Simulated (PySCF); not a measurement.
H$_{12}$Si$_{5}$, charge +1, doublet, geometry from GFN2-xTB (a state made from the parent by changing its charge; the spin is typed, not shown lowest); DF-SVWN5/def2-SV(P) run with PySCF.

The PySCF input:
```python
from pyscf import gto, scf, dft

mol = gto.M(
    atom='''
Si   -0.253109   -2.107674   -1.161540
Si   -0.004939    0.006049   -0.006499
Si   -0.371984    2.100805   -1.158123
Si   -1.706418   -0.055811    1.711927
Si    2.335020    0.058136    0.611323
H    -1.619928   -2.101886   -1.676910
H    -0.014118   -3.248648   -0.286473
H     0.705800   -2.064264   -2.262620
H    -0.177093    3.253908   -0.287848
H    -1.743093    2.031867   -1.657864
H     0.573391    2.104009   -2.271990
H    -3.057723   -0.043711    1.166095
H    -1.446271   -1.274961    2.473624
H    -1.449955    1.121676    2.537808
H     2.532395   -1.124411    1.446085
H     3.221712    0.052130   -0.545276
H     2.494895    1.273222    1.406134
''',
    basis='def2-sv(p)',
    charge=1,
    spin=1,
    verbose=4,
)

mf = dft.UKS(mol)
mf.xc = 'lda,vwn'
mf.grids.radi_method = dft.radi.mura_knowles
mf = mf.density_fit(auxbasis='def2-universal-jkfit')
mf.kernel()
```

**Question.** Write the output that PySCF gives for this input, abridged.

**Answer.** 
```
PySCF version 2.14.0

[INPUT] verbose = 4
[INPUT] num. atoms = 17
[INPUT] num. electrons = 81
[INPUT] charge = 1
[INPUT] spin (= nelec alpha-beta = 2S) = 1
[INPUT] symmetry False subgroup None
[INPUT] Mole.unit = angstrom
[INPUT] Symbol           X                Y                Z      unit          X                Y                Z       unit  Magmom
[INPUT]  1 Si    -0.253109000000  -2.107674000000  -1.161540000000 AA   -0.478306689663  -3.982926619867  -2.194992482727 Bohr   0.0
[INPUT]  2 Si    -0.004939000000   0.006049000000  -0.006499000000 AA   -0.009333357329   0.011430953327  -0.012281330084 Bohr   0.0
[INPUT]  3 Si    -0.371984000000   2.100805000000  -1.158123000000 AA   -0.702947882720   3.969946091117  -2.188535288560 Bohr   0.0
[INPUT]  4 Si    -1.706418000000  -0.055811000000   1.711927000000 AA   -3.224662674028  -0.105467504738   3.235073175248 Bohr   0.0
[INPUT]  5 Si     2.335020000000   0.058136000000   0.611323000000 AA    4.412548295382   0.109861117978   1.155233043647 Bohr   0.0
[INPUT]  6 H     -1.619928000000  -2.101886000000  -1.676910000000 AA   -3.061220261514  -3.971988885058  -3.168900635544 Bohr   0.0
[INPUT]  7 H     -0.014118000000  -3.248648000000  -0.286473000000 AA   -0.026679153427  -6.139054995116  -0.541355512083 Bohr   0.0
[INPUT]  8 H      0.705800000000  -2.064264000000  -2.262620000000 AA    1.333768698718  -3.900893608799  -4.275732123963 Bohr   0.0
[INPUT]  9 H     -0.177093000000   3.253908000000  -0.287848000000 AA   -0.334657268578   6.148994954531  -0.543953885504 Bohr   0.0
[INPUT] 10 H     -1.743093000000   2.031867000000  -1.657864000000 AA   -3.293968379646   3.839672151542  -3.132908911776 Bohr   0.0
[INPUT] 11 H      0.573391000000   2.104009000000  -2.271990000000 AA    1.083551952290   3.976000773620  -4.293438857751 Bohr   0.0
[INPUT] 12 H     -3.057723000000  -0.043711000000   1.166095000000 AA   -5.778259034783  -0.082601818631   2.203600185225 Bohr   0.0
[INPUT] 13 H     -1.446271000000  -1.274961000000   2.473624000000 AA   -2.733056091901  -2.409327109502   4.674471895151 Bohr   0.0
[INPUT] 14 H     -1.449955000000   1.121676000000   2.537808000000 AA   -2.740017842944   2.119660440498   4.795762076730 Bohr   0.0
[INPUT] 15 H      2.532395000000  -1.124411000000   1.446085000000 AA    4.785532989218  -2.124828841448   2.732704602842 Bohr   0.0
[INPUT] 16 H      3.221712000000   0.052130000000  -0.545276000000 AA    6.088153332225   0.098511422874  -1.030422302298 Bohr   0.0
[INPUT] 17 H      2.494895000000   1.273222000000   1.406134000000 AA    4.714668259547   2.406040875771   2.657208154439 Bohr   0.0

nuclear repulsion = 486.62421228527
number of shells = 64
number of NR pGTOs = 228
number of NR cGTOs = 114
basis = def2-sv(p)
ecp = {}

******** <class 'pyscf.df.df_jk.DFUKS'> ********
method = DFUKS
initial guess = minao
damping factor = 0
level_shift factor = 0
DIIS = <class 'pyscf.scf.diis.CDIIS'>
diis_start_cycle = 1
diis_space = 8
diis_damp = 0
SCF conv_tol = 1e-09
SCF conv_tol_grad = None
SCF max_cycles = 50
direct_scf = False
number electrons alpha = 41  beta = 40
XC library pyscf.dft.libxc version 7.1.2
    S. Lehtola, C. Steigemann, M. J. T. Oliveira, and M. A. L. Marques,  SoftwareX 7, 1–5 (2018)
XC functionals = lda,vwn
    P. A. M. Dirac,  Math. Proc. Cambridge Philos. Soc. 26, 376 (1930)
    F. Bloch,  Z. Phys. 57, 545 (1929)
    S. H. Vosko, L. Wilk, and M. Nusair,  Can. J. Phys. 58, 1200 (1980)
radial grids: Mura-Knowles [JCP 104, 9848 (1996); DOI:10.1063/1.471749] log3 quadrature radial grids
becke partition: Becke, JCP 88, 2547 (1988); DOI:10.1063/1.454033
pruning grids: <function nwchem_prune>
grids dens level: 3
symmetrized grids: False
atomic radii adjust function: <function treutler_atomic_radii_adjust>
small_rho_cutoff = 0
Set gradient conv threshold to 3.16228e-05
tot grids = 201944
init E= -1447.91759584016

cycle= 1 E= -1447.92893749782  delta_E= -0.0113  |g|= 0.176  |ddm|= 2.55
cycle= 2 E= -1447.8739790891  delta_E= 0.055  |g|= 0.302  |ddm|= 0.716
cycle= 3 E= -1447.95247762598  delta_E= -0.0785  |g|= 0.036  |ddm|= 0.51
cycle= 4 E= -1447.95343107319  delta_E= -0.000953  |g|= 0.0112  |ddm|= 0.0757
cycle= 5 E= -1447.95348117444  delta_E= -5.01e-05  |g|= 0.0069  |ddm|= 0.0342
cycle= 6 E= -1447.95353815186  delta_E= -5.7e-05  |g|= 0.00159  |ddm|= 0.0202
cycle= 7 E= -1447.95354121947  delta_E= -3.07e-06  |g|= 8.7e-05  |ddm|= 0.00384
cycle= 8 E= -1447.9535412169  delta_E= 2.57e-09  |g|= 0.0001  |ddm|= 0.000391
cycle= 9 E= -1447.95354122701  delta_E= -1.01e-08  |g|= 4.5e-05  |ddm|= 0.000343
cycle= 10 E= -1447.95354122945  delta_E= -2.44e-09  |g|= 9.47e-06  |ddm|= 0.000115
cycle= 11 E= -1447.95354122953  delta_E= -8.23e-11  |g|= 3.72e-06  |ddm|= 2.35e-05
Extra cycle  E= -1447.95354122951  delta_E= 2.25e-11  |g|= 6.34e-06  |ddm|= 1.76e-05
converged SCF energy = -1447.95354122951  <S^2> = 0.75103376  2S+1 = 2.0010335
```
